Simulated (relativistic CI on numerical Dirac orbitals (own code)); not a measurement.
**Fe⁺: resonant inelastic scattering at the M2,3 edge**

Computed with this model: Dirac-Coulomb-Breit CI, separate exchange-only KLI orbitals for each configuration, model QED, valence Slater integrals scaled by 0.7, Kramers-Heisenberg scattering through one core-hole configuration in a parametric crystal field; configurations [Ar] 3d7 → [Ne] 3s2 3p5 3d8; 10 K; core-hole width 1.2 eV; summed over polarisations. Incident energies are the highest absorption maxima for each field (at most a few, so the weaker spin-orbit partner edge can be absent), on the computed scale of the free ion. Intensities are in per cent of the strongest line above 0.02 eV; levels within 1 cm⁻¹ are merged; final levels count from the ground level, the first row holds all elastic scattering, lines under 0.4 are left out and each table stops after 24 rows. The scale of the Slater integrals is a model choice and moves the terms in proportion. The configuration is assumed, with all valence electrons in the open shell; the free ion's ground configuration is another.

Field parameters in Wybourne normalisation: D4h B²₀ = −7Ds, B⁴₀ = 21(Dq − Dt), B⁴₄ = 21√(5/14) Dq. The field is a parameter set, without covalency.

S is read from ⟨S²⟩ = S(S + 1).

D4h, 10Dq = 13950, Ds = -1500, Dt = 890 cm⁻¹:

```csv
Final level (eV),Degeneracy,Irrep,S,55.3 eV,58.3 eV,60.9 eV
0.000,2,Γ6,1.50,58.7,522.2,79.0
0.019,2,Γ6,1.50,1.7,11.7,2.1
0.037,2,Γ7,1.50,1.1,8.0,1.3
0.056,2,Γ7,1.50,2.5,100.0,14.6
0.675,2,Γ6,1.50,10.9,73.4,31.9
0.680,2,Γ7,1.50,0.3,6.5,5.0
0.828,2,Γ6,1.44,0.7,3.5,2.3
0.833,2,Γ7,0.51,0.1,3.8,0.1
0.840,2,Γ7,1.50,2.4,62.7,66.4
0.986,2,Γ6,0.61,0.4,4.2,0.7
1.452,2,Γ7,0.51,0.0,1.1,0.1
1.464,2,Γ6,0.50,0.1,2.5,0.0
1.566,2,Γ6,0.84,0.2,4.8,1.4
1.577,2,Γ7,0.86,0.1,0.7,1.1
1.628,2,Γ6,1.50,8.8,55.0,77.8
1.645,2,Γ7,1.49,0.2,19.9,11.9
1.659,2,Γ6,1.29,0.2,1.9,3.4
1.666,2,Γ7,1.28,0.3,1.2,1.5
1.950,2,Γ7,1.21,0.5,15.5,30.1
1.975,2,Γ6,1.38,0.2,3.0,2.0
2.046,2,Γ6,0.70,0.1,6.0,0.9
2.052,2,Γ7,0.94,0.3,5.3,14.3
2.127,2,Γ7,0.53,0.1,0.5,0.4
2.183,2,Γ6,0.51,0.2,5.8,0.1
```

D4h, 10Dq = 13950, Ds = -860, Dt = 890 cm⁻¹:

```csv
Final level (eV),Degeneracy,Irrep,S,55.3 eV,58.3 eV,60.9 eV
0.000,2,Γ6,1.50,57.3,546.9,87.0
0.019,2,Γ6,1.50,1.7,12.4,2.2
0.036,2,Γ7,1.50,1.3,10.0,1.6
0.055,2,Γ7,1.50,2.1,100.0,14.0
0.605,2,Γ6,1.50,11.3,72.3,36.2
0.610,2,Γ7,1.50,0.3,5.6,5.6
0.709,2,Γ6,1.22,0.6,6.3,2.1
0.742,2,Γ7,1.50,2.7,62.6,53.7
0.802,2,Γ6,0.93,0.6,4.1,1.7
0.909,2,Γ7,0.51,0.0,3.8,0.1
1.422,2,Γ7,0.59,0.1,0.5,0.2
1.447,2,Γ6,0.64,0.1,5.5,0.6
1.497,2,Γ6,0.53,0.1,4.4,0.1
1.509,2,Γ7,0.58,0.0,1.5,0.4
1.561,2,Γ6,1.50,8.7,63.0,82.4
1.576,2,Γ7,1.49,0.3,22.6,13.7
1.581,2,Γ6,1.41,0.3,1.6,4.2
1.587,2,Γ7,1.42,0.4,1.8,3.0
1.993,2,Γ7,0.72,0.2,3.6,10.3
2.017,2,Γ6,0.62,0.1,5.7,0.6
2.056,2,Γ7,0.54,0.1,0.7,0.9
2.105,2,Γ6,1.36,0.2,4.7,2.5
2.125,2,Γ7,1.37,0.7,11.8,44.3
2.150,2,Γ6,0.64,0.2,7.7,0.3
```

D4h, 10Dq = 13950, Ds = -210, Dt = 890 cm⁻¹:

```csv
Final level (eV),Degeneracy,Irrep,S,55.2 eV,58.2 eV,60.9 eV
0.000,2,Γ6,1.50,63.8,625.7,107.4
0.018,2,Γ6,1.50,1.9,13.8,2.4
0.034,2,Γ7,1.50,1.5,14.7,2.4
0.053,2,Γ7,1.50,1.6,100.0,15.2
0.526,2,Γ6,0.95,1.0,9.3,2.2
0.537,2,Γ6,1.49,11.2,79.6,44.4
0.542,2,Γ7,1.50,0.4,4.5,6.8
0.588,2,Γ7,1.50,2.6,71.8,49.9
0.622,2,Γ6,1.22,0.9,3.8,3.5
0.987,2,Γ7,0.50,0.0,3.5,0.2
1.253,2,Γ7,0.55,0.1,0.8,0.2
1.280,2,Γ6,0.57,0.2,10.0,0.3
1.462,2,Γ6,1.50,9.1,77.8,95.6
1.475,2,Γ7,1.49,0.4,21.7,17.2
1.476,2,Γ6,1.46,0.4,2.1,5.3
1.481,2,Γ7,1.47,0.5,3.7,7.1
1.519,2,Γ6,0.51,0.1,3.1,0.0
1.523,2,Γ7,0.52,0.0,1.9,0.1
1.948,2,Γ7,0.52,0.1,0.9,0.4
1.981,2,Γ6,0.52,0.1,8.6,0.5
1.987,2,Γ7,0.54,0.1,0.7,1.6
2.010,2,Γ6,0.51,0.1,5.4,0.7
2.106,2,Γ6,0.51,0.4,6.2,0.2
2.268,2,Γ6,1.50,2.9,90.8,74.3
```

For the first field the strongest loss at the lowest incident energy is the level at 0.68 eV (S = 1.50, against 1.50 in the thermal ground state).
